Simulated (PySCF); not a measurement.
Species: C4H5FN2.
Structure used (PBE0-D3(BJ)/def2-SVP), in Å, numbered top down from 1:
```
atom  x, y, z in Å
C1     1.9086    0.2458    0.2780
N2     1.3298   -0.8250   -0.4816
C3     0.1053   -1.1063   -0.4145
C4    -0.9665   -0.4449    0.4495
F5    -2.0883   -1.2228    0.4152
C6    -1.2815    0.9070   -0.0305
N7    -1.5101    1.9750   -0.4103
H8     2.8463   -0.1059    0.7350
H9     1.2722    0.6875    1.0677
H10    2.1868    1.0549   -0.4172
H11   -0.3040   -1.9225   -1.0321
H12   -0.6262   -0.3637    1.4980
```

Linear response at wB97X-D/def2-SVPD (PySCF, frozen core in the response, non-relativistic).

Static isotropic polarisability: 59.82 au (8.86 Å³), principal values 47.8, 63.1, 68.6 au.

(1) What is the polarisability at 1064 nm and at the sodium D line?

(2) What is the isotropic C6 coefficient between two such molecules, C6 = (3/π)∫α(iω)² dω?

(3) Which effective excitation energy ω̄ makes London's formula C6 = (3/4)α²ω̄ exact here?

(4) What three-body coefficient follows from the one-pole estimate C9 = (3/4)·α·C6?

(5) What n − 1 at the D line would an ideal gas of it have at 273.15 K and 1 atm (2.6868 × 10¹⁹ cm⁻³), by n − 1 = 2π·N·α′?

(6) How anisotropic is the static polarisability, by Δα² = ½[(α1 − α2)² + (α2 − α3)² + (α3 − α1)²]?

(7) How many electrons N does the Slater–Kirkwood formula C6 = (3/4)·√N·α^(3/2) need to give this C6?

(8) What molar refraction at the D line follows from R = (4π/3)·N_A·α′, with α′ the polarisability volume?

## Answers

(1) 60.26 au at 1064 nm (+0.7 %), 61.30 au at 589.3 nm (+2.5 %). The rise at 589.3 nm is 3.36 times that at 1064 nm; a pure ω² law gives 3.26. The lowest singlet lies at 257 nm, shorter than both wavelengths.

(2) 1594 au (Eh·bohr⁶) by a ten-point quadrature over imaginary frequencies, which is 953 eV·Å⁶ or 91.9 J·nm⁶/mol.

(3) ω̄ = 4·C6/(3α²) = 0.594 Eh = 16.2 eV. A one-pole form α(ω) = α/(1 − ω²/ω̄²) fitted to the 1064 nm value gives 13.6 eV.

(4) 71500 au. This is an estimate from the two numbers above, not a computed integral.

(5) 15.33 × 10⁻⁴, a formal value whether or not that pressure can be reached.

(6) Δα = 18.7 au, or 0.31 of the isotropic value.

(7) N = (4·C6/3)²/α³ = 21.1; the species has 52 electrons in all.

(8) α′ = 9.08 Å³ gives R = 22.91 cm³/mol, for isolated, non-vibrating species.

Rough CPU time on one thread of a shared machine: about 50 s. This is the whole response run at wB97X-D/def2-SVPD, SCF included.

One conformer stands for the species.

Note: wB97X-D ran without an empirical dispersion term, which enters the total energy and its gradient alone.
